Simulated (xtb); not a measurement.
benzenedithiol (C6H6S2), singlet, from a rough starting geometry; GFN2-xTB run with xtb.

xtb was given this input:
```
$ xtb mol.xyz --gfn 2 --opt vtight --json

# file mol.xyz
14

S     -3.19085200    -0.36771419    -0.17110531
C     -1.38389483    -0.26318180    -0.09073642
C     -0.75917983     0.90664824    -0.44807650
C      0.66414900     1.01358875    -0.44375552
C      1.48293739    -0.05864088     0.03982916
S      3.19638104     0.03191187     0.03255073
C      0.76954463    -1.29752040     0.38131257
C     -0.64148072    -1.36006583     0.34981258
H     -3.43368968     0.84628548     0.22108344
H     -1.26972893     1.78915513    -0.85138867
H      1.15509300     1.93539837    -0.74356876
H      3.36177760     1.36352159     0.43596349
H      1.32367133    -2.16733086     0.73539505
H     -1.07083760    -2.28624231     0.64251172
```

Q: Predict the main parts of the log of this xtb run.

A: 
```
   ID    Z sym.   atoms
    1   16 S      1, 6
    2    6 C      2-5, 7, 8
    3    1 H      9-14

           -------------------------------------------------
          |                Calculation Setup                |
           -------------------------------------------------

           -------------------------------------------------
          |                 G F N 2 - x T B                 |
           -------------------------------------------------

          ...................................................
          :                      SETUP                      :
          :.................................................:
          :  # basis functions                  50          :
          :  # atomic orbitals                  48          :
          :  # shells                           24          :
          :  # electrons                        42          :
          :  max. iterations                   250          :
          :  Hamiltonian                  GFN2-xTB          :
          :  restarted?                      false          :
          :  GBSA solvation                  false          :
          :  PC potential                    false          :
          :  electronic temp.          300.0000000     K    :
          :  accuracy                    1.0000000          :
          :  -> integral cutoff          0.2500000E+02      :
          :  -> integral neglect         0.1000000E-07      :
          :  -> SCF convergence          0.1000000E-05 Eh   :
          :  -> wf. convergence          0.1000000E-03 e    :
          :  Broyden damping             0.4000000          :
          :  net charge                          0          :
          :  unpaired electrons                  0          :
          ...................................................

 iter      E             dE          RMSdq      gap      omega  full diag
   1    -22.6225732 -0.226226E+02  0.531E+00    3.61       0.0  T
   2    -22.6396569 -0.170838E-01  0.298E+00    3.12       1.0  T
   3    -22.6355461  0.411083E-02  0.995E-01    3.15       1.0  T
   4    -22.6417514 -0.620523E-02  0.406E-01    3.08       1.0  T
   5    -22.6418156 -0.642832E-04  0.207E-01    3.09       1.0  T
   6    -22.6419797 -0.164049E-03  0.698E-02    3.10       1.0  T
   7    -22.6420274 -0.476841E-04  0.225E-02    3.09       1.2  T
   8    -22.6420278 -0.431065E-06  0.475E-03    3.09       5.6  T
   9    -22.6420278  0.189673E-07  0.294E-03    3.09       9.1  T
  10    -22.6420278 -0.682701E-07  0.935E-04    3.09      28.6  T
  11    -22.6420278 -0.199829E-08  0.448E-04    3.09      59.6  T

   *** convergence criteria satisfied after 11 iterations ***

         :::::::::::::::::::::::::::::::::::::::::::::::::::::
         ::                     SUMMARY                     ::
         :::::::::::::::::::::::::::::::::::::::::::::::::::::
         :: total energy             -22.360795137313 Eh    ::
         :: gradient norm              0.121748897454 Eh/a0 ::
         :: HOMO-LUMO gap              3.094360817693 eV    ::
         ::.................................................::
         :: SCC energy               -22.642020321697 Eh    ::
         :: -> isotropic ES            0.006729681338 Eh    ::
         :: -> anisotropic ES          0.002192440272 Eh    ::
         :: -> anisotropic XC          0.013505414892 Eh    ::
         :: -> dispersion             -0.013235323078 Eh    ::
         :: repulsion energy           0.281225184384 Eh    ::
         :: add. restraining           0.000000000000 Eh    ::
         :: total charge               0.000000000000 e     ::
         :::::::::::::::::::::::::::::::::::::::::::::::::::::

      -----------------------------------------------------------
     |                   =====================                   |
     |                        A N C O P T                        |
     |                   =====================                   |
     |               Approximate Normal Coordinate               |
     |                Rational Function Optimizer                |
      -----------------------------------------------------------
      -----------------------------------------------------------
     |                   =====================                   |
     |                        A N C O P T                        |
     |                   =====================                   |
     |               Approximate Normal Coordinate               |
     |                Rational Function Optimizer                |
      -----------------------------------------------------------

          ...................................................
          :                      SETUP                      :
          :.................................................:
          :   optimization level         verytight          :
          :   max. optcycles                   280          :
          :   ANC micro-cycles                  20          :
          :   degrees of freedom                36          :
          :.................................................:
          :   RF solver                   davidson          :
          :   write xtbopt.log                true          :
          :   linear?                        false          :
          :   energy convergence         0.1000000E-06 Eh   :
          :   grad. convergence          0.2000000E-03 Eh/α :
          :   maxmium RF displ.          1.0000000          :
          :   Hlow (freq-cutoff)         0.1000000E-01      :
          :   Hmax (freq-cutoff)         5.0000000          :
          :   S6 in model hess.         20.0000000          :
          ...................................................

generating ANC from exact Hessian ...
Using Lindh-Hessian (1995)
 Shifting diagonal of input Hessian by    7.7446181456026306E-003
 Lowest  eigenvalues of input Hessian
[...]
 * total energy  :   -22.3804238 Eh     change       -0.2620225E-04 Eh
 * total energy  :   -22.3804438 Eh     change       -0.2001717E-04 Eh
 * total energy  :   -22.3804647 Eh     change       -0.2087168E-04 Eh
 * total energy  :   -22.3804681 Eh     change       -0.3410347E-05 Eh
 * total energy  :   -22.3804701 Eh     change       -0.2007556E-05 Eh
 * total energy  :   -22.3804744 Eh     change       -0.4323517E-05 Eh
 * total energy  :   -22.3804830 Eh     change       -0.8601724E-05 Eh
 * total energy  :   -22.3804893 Eh     change       -0.6292374E-05 Eh
 * total energy  :   -22.3804947 Eh     change       -0.5413829E-05 Eh
 * total energy  :   -22.3804960 Eh     change       -0.1261802E-05 Eh
 * total energy  :   -22.3804964 Eh     change       -0.3513914E-06 Eh
 * total energy  :   -22.3804964 Eh     change       -0.9108475E-07 Eh
   *** GEOMETRY OPTIMIZATION CONVERGED AFTER 24 ITERATIONS ***
         :: total energy             -22.380496443268 Eh    ::
[...]
         :: total charge              -0.000000000000 e     ::
         :::::::::::::::::::::::::::::::::::::::::::::::::::::

           -------------------------------------------------
          |                Property Printout                |
           -------------------------------------------------

    * Orbital Energies and Occupations

         #    Occupation            Energy/Eh            Energy/eV
      -------------------------------------------------------------
         1        2.0000           -0.7253193             -19.7369
       ...           ...                  ...                  ...
         9        2.0000           -0.5295506             -14.4098
        10        2.0000           -0.5163319             -14.0501
        11        2.0000           -0.5041264             -13.7180
        12        2.0000           -0.5005120             -13.6196
        13        2.0000           -0.4996007             -13.5948
        14        2.0000           -0.4810384             -13.0897
        15        2.0000           -0.4798473             -13.0573
        16        2.0000           -0.4524735             -12.3124
        17        2.0000           -0.4434326             -12.0664
        18        2.0000           -0.4429433             -12.0531
        19        2.0000           -0.4244023             -11.5486
        20        2.0000           -0.3957052             -10.7677
        21        2.0000           -0.3681505             -10.0179 (HOMO)
        22                         -0.2433122              -6.6209 (LUMO)
        23                         -0.2425385              -6.5998
        24                         -0.2110540              -5.7431
        25                         -0.2061690              -5.6101
        26                         -0.1284682              -3.4958
        27                         -0.1256807              -3.4199
        28                         -0.1201264              -3.2688
        29                         -0.0277201              -0.7543
        30                         -0.0197459              -0.5373
        31                         -0.0192121              -0.5228
        32                         -0.0187393              -0.5099
       ...                                ...                  ...
        48                          0.6587174              17.9246
      -------------------------------------------------------------
                  HL-Gap            0.1248383 Eh            3.3970 eV
             Fermi-level           -0.3057313 Eh           -8.3194 eV

     #   Z          covCN         q      C6AA      α(0)
     1  16 S        1.982    -0.231   150.959    20.679
     2   6 C        2.967     0.053    26.797     8.491
     3   6 C        2.953    -0.041    29.025     8.836
     4   6 C        2.953    -0.041    29.025     8.836
     5   6 C        2.967     0.053    26.797     8.491
     6  16 S        1.982    -0.232   150.959    20.679
     7   6 C        2.971    -0.035    28.865     8.813
     8   6 C        2.971    -0.035    28.865     8.813
     9   1 H        0.923     0.167     1.283     1.771
    10   1 H        0.926     0.037     2.483     2.464
    11   1 H        0.926     0.037     2.483     2.464
    12   1 H        0.923     0.167     1.283     1.771
    13   1 H        0.926     0.050     2.322     2.383
    14   1 H        0.926     0.050     2.322     2.383

 Mol. C6AA /au·bohr⁶  :       4208.516255
 Mol. C8AA /au·bohr⁸  :     138846.163354
 Mol. α(0) /au        :        106.875121

Wiberg/Mayer (AO) data.
largest (>0.10) Wiberg bond orders for each atom

 ---------------------------------------------------------------------------
     #   Z sym  total        # sym  WBO       # sym  WBO       # sym  WBO
 ---------------------------------------------------------------------------
     1  16 S    2.165 --     2 C    1.048     9 H    0.956
     2   6 C    3.962 --     3 C    1.389     8 C    1.378     1 S    1.048
     3   6 C    3.990 --     4 C    1.447     2 C    1.389    10 H    0.965
                             7 C    0.102
     4   6 C    3.990 --     3 C    1.447     5 C    1.389    11 H    0.965
                             8 C    0.102
     5   6 C    3.962 --     4 C    1.389     7 C    1.378     6 S    1.048
     6  16 S    2.165 --     5 C    1.048    12 H    0.956
     7   6 C    3.991 --     8 C    1.466     5 C    1.378    13 H    0.967
                             3 C    0.102
     8   6 C    3.991 --     7 C    1.466     2 C    1.378    14 H    0.967
                             4 C    0.102
     9   1 H    0.972 --     1 S    0.956
    10   1 H    0.999 --     3 C    0.965
    11   1 H    0.999 --     4 C    0.965
    12   1 H    0.972 --     6 S    0.956
    13   1 H    0.997 --     7 C    0.967
    14   1 H    0.997 --     8 C    0.967
 ---------------------------------------------------------------------------

Topologies differ in total number of bonds
Writing topology from bond orders to xtbtopo.mol

molecular dipole:
                 x           y           z       tot (Debye)
 q only:       -0.037       0.691      -0.192
   full:       -0.051       0.946      -0.264       2.500
molecular quadrupole (traceless):
                xx          xy          yy          xz          yz          zz
 q only:       -3.482      -0.402       3.988      -0.029      -1.357      -0.506
  q+dip:       -7.983      -0.939       8.927      -0.071      -3.006      -0.944
   full:       -8.016      -0.905       8.081      -0.137      -2.474      -0.065

optimized geometry written to: xtbopt.xyz

           -------------------------------------------------
          | TOTAL ENERGY              -22.380496443268 Eh   |
          | GRADIENT NORM               0.000084494915 Eh/α |
          | HOMO-LUMO GAP               3.397022634364 eV   |
           -------------------------------------------------

normal termination of xtb
```
